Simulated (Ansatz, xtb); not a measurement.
# Two conformers of GeH4Se3

Structure a is `[SeH][GeH]([SeH])[SeH]`, a singlet and structure b is `[SeH][GeH]([SeH])[SeH]`, a singlet. Both are isolated molecules in the gas phase, relaxed with PBE0-D4/def2-SVP.

a (Å):

```xyz
8

Ge   -0.1981    0.3508    0.5808
Se   -1.4756    1.7887   -0.7732
Se    2.1354    0.4327    0.2684
Se   -1.0033   -1.8197    0.1450
H    -1.1595    1.0209   -1.9880
H    -0.4296    0.8280    2.0252
H     2.0388   -0.2032   -1.0548
H     0.1840   -2.4553    0.7408
```

b (Å):

```xyz
8

Ge   -1.9613   -0.0390   -2.1734
Se   -4.0483    0.3002   -1.1368
Se   -0.5672   -1.4272   -0.8777
Se   -0.6561    1.9043   -2.4113
H    -3.4279    0.9397    0.0338
H    -2.3067   -0.6318   -3.5523
H    -1.7254   -2.1250   -0.2975
H    -1.4480    2.3713   -3.5612
```

Energies in hartree; the thermal terms are from GFN2-xTB frequencies at re-optimised GFN2-xTB minima (ideal gas, soft modes damped towards free rotors, one conformer each, 298.15 K, 1 atm) and include the zero-point energy:

```
                               a            b
E, CCSD(T)/def2-SVP  −9277.136583  −9277.136129
    E, MP2/def2-SVP  −9277.095578  −9277.095170
  E, MP2/def2-TZVPP  −9278.394209  −9278.393839
  zero-point energy      0.027241      0.027228
       H(298 K) − E      0.037975      0.037880
       G(298 K) − E     −0.011663     −0.011485
```

Correct the CCSD(T) difference for the basis set by the MP2 change, then work out ΔE, ΔE₀, ΔH and ΔG for a → b in kcal/mol (1 Eh = 627.51 kcal/mol) and the equilibrium ratio [b]/[a].

1. Differences b − a: CCSD(T) +0.000454, MP2 in the small set +0.000408, MP2 in the large set +0.000370 Eh.
2. ΔE = +0.000454 + (+0.000370 − (+0.000408)) = +0.000416 Eh = +0.26 kcal/mol.
3. ΔE₀ = ΔE + ΔZPE = +0.000416 + (−0.000013) Eh = +0.25 kcal/mol.
4. ΔH = ΔE + (−0.000095) Eh = +0.20 kcal/mol.
5. ΔG = ΔE + (+0.000178) Eh = +0.37 kcal/mol, so ΔS = (ΔH − ΔG)/T = −2.4 J/(mol K).
6. kT = 0.9442 mEh, so K = [b]/[a] = exp(−ΔG/kT) = exp(−0.63) ≈ 0.53.

The two are too close for this level to say which is favoured. An error of 1 kcal/mol in ΔG would change K by a factor of 5.4. Mirror images and further conformers aren't counted.

Other levels gave ΔE = +0.3 (PBE0-D4/def2-SVP); +0.2 (HF/def2-SVP); +0.3 (MP2/def2-SVP); +0.3 (CCSD(T)/def2-SVP) kcal/mol. The correlated steps freeze 36 core orbitals; the filled d shell of Ge and Se is correlated, in a basis made for valence electrons. Programs: Ansatz 0.2.0, xtb 6.7.1.
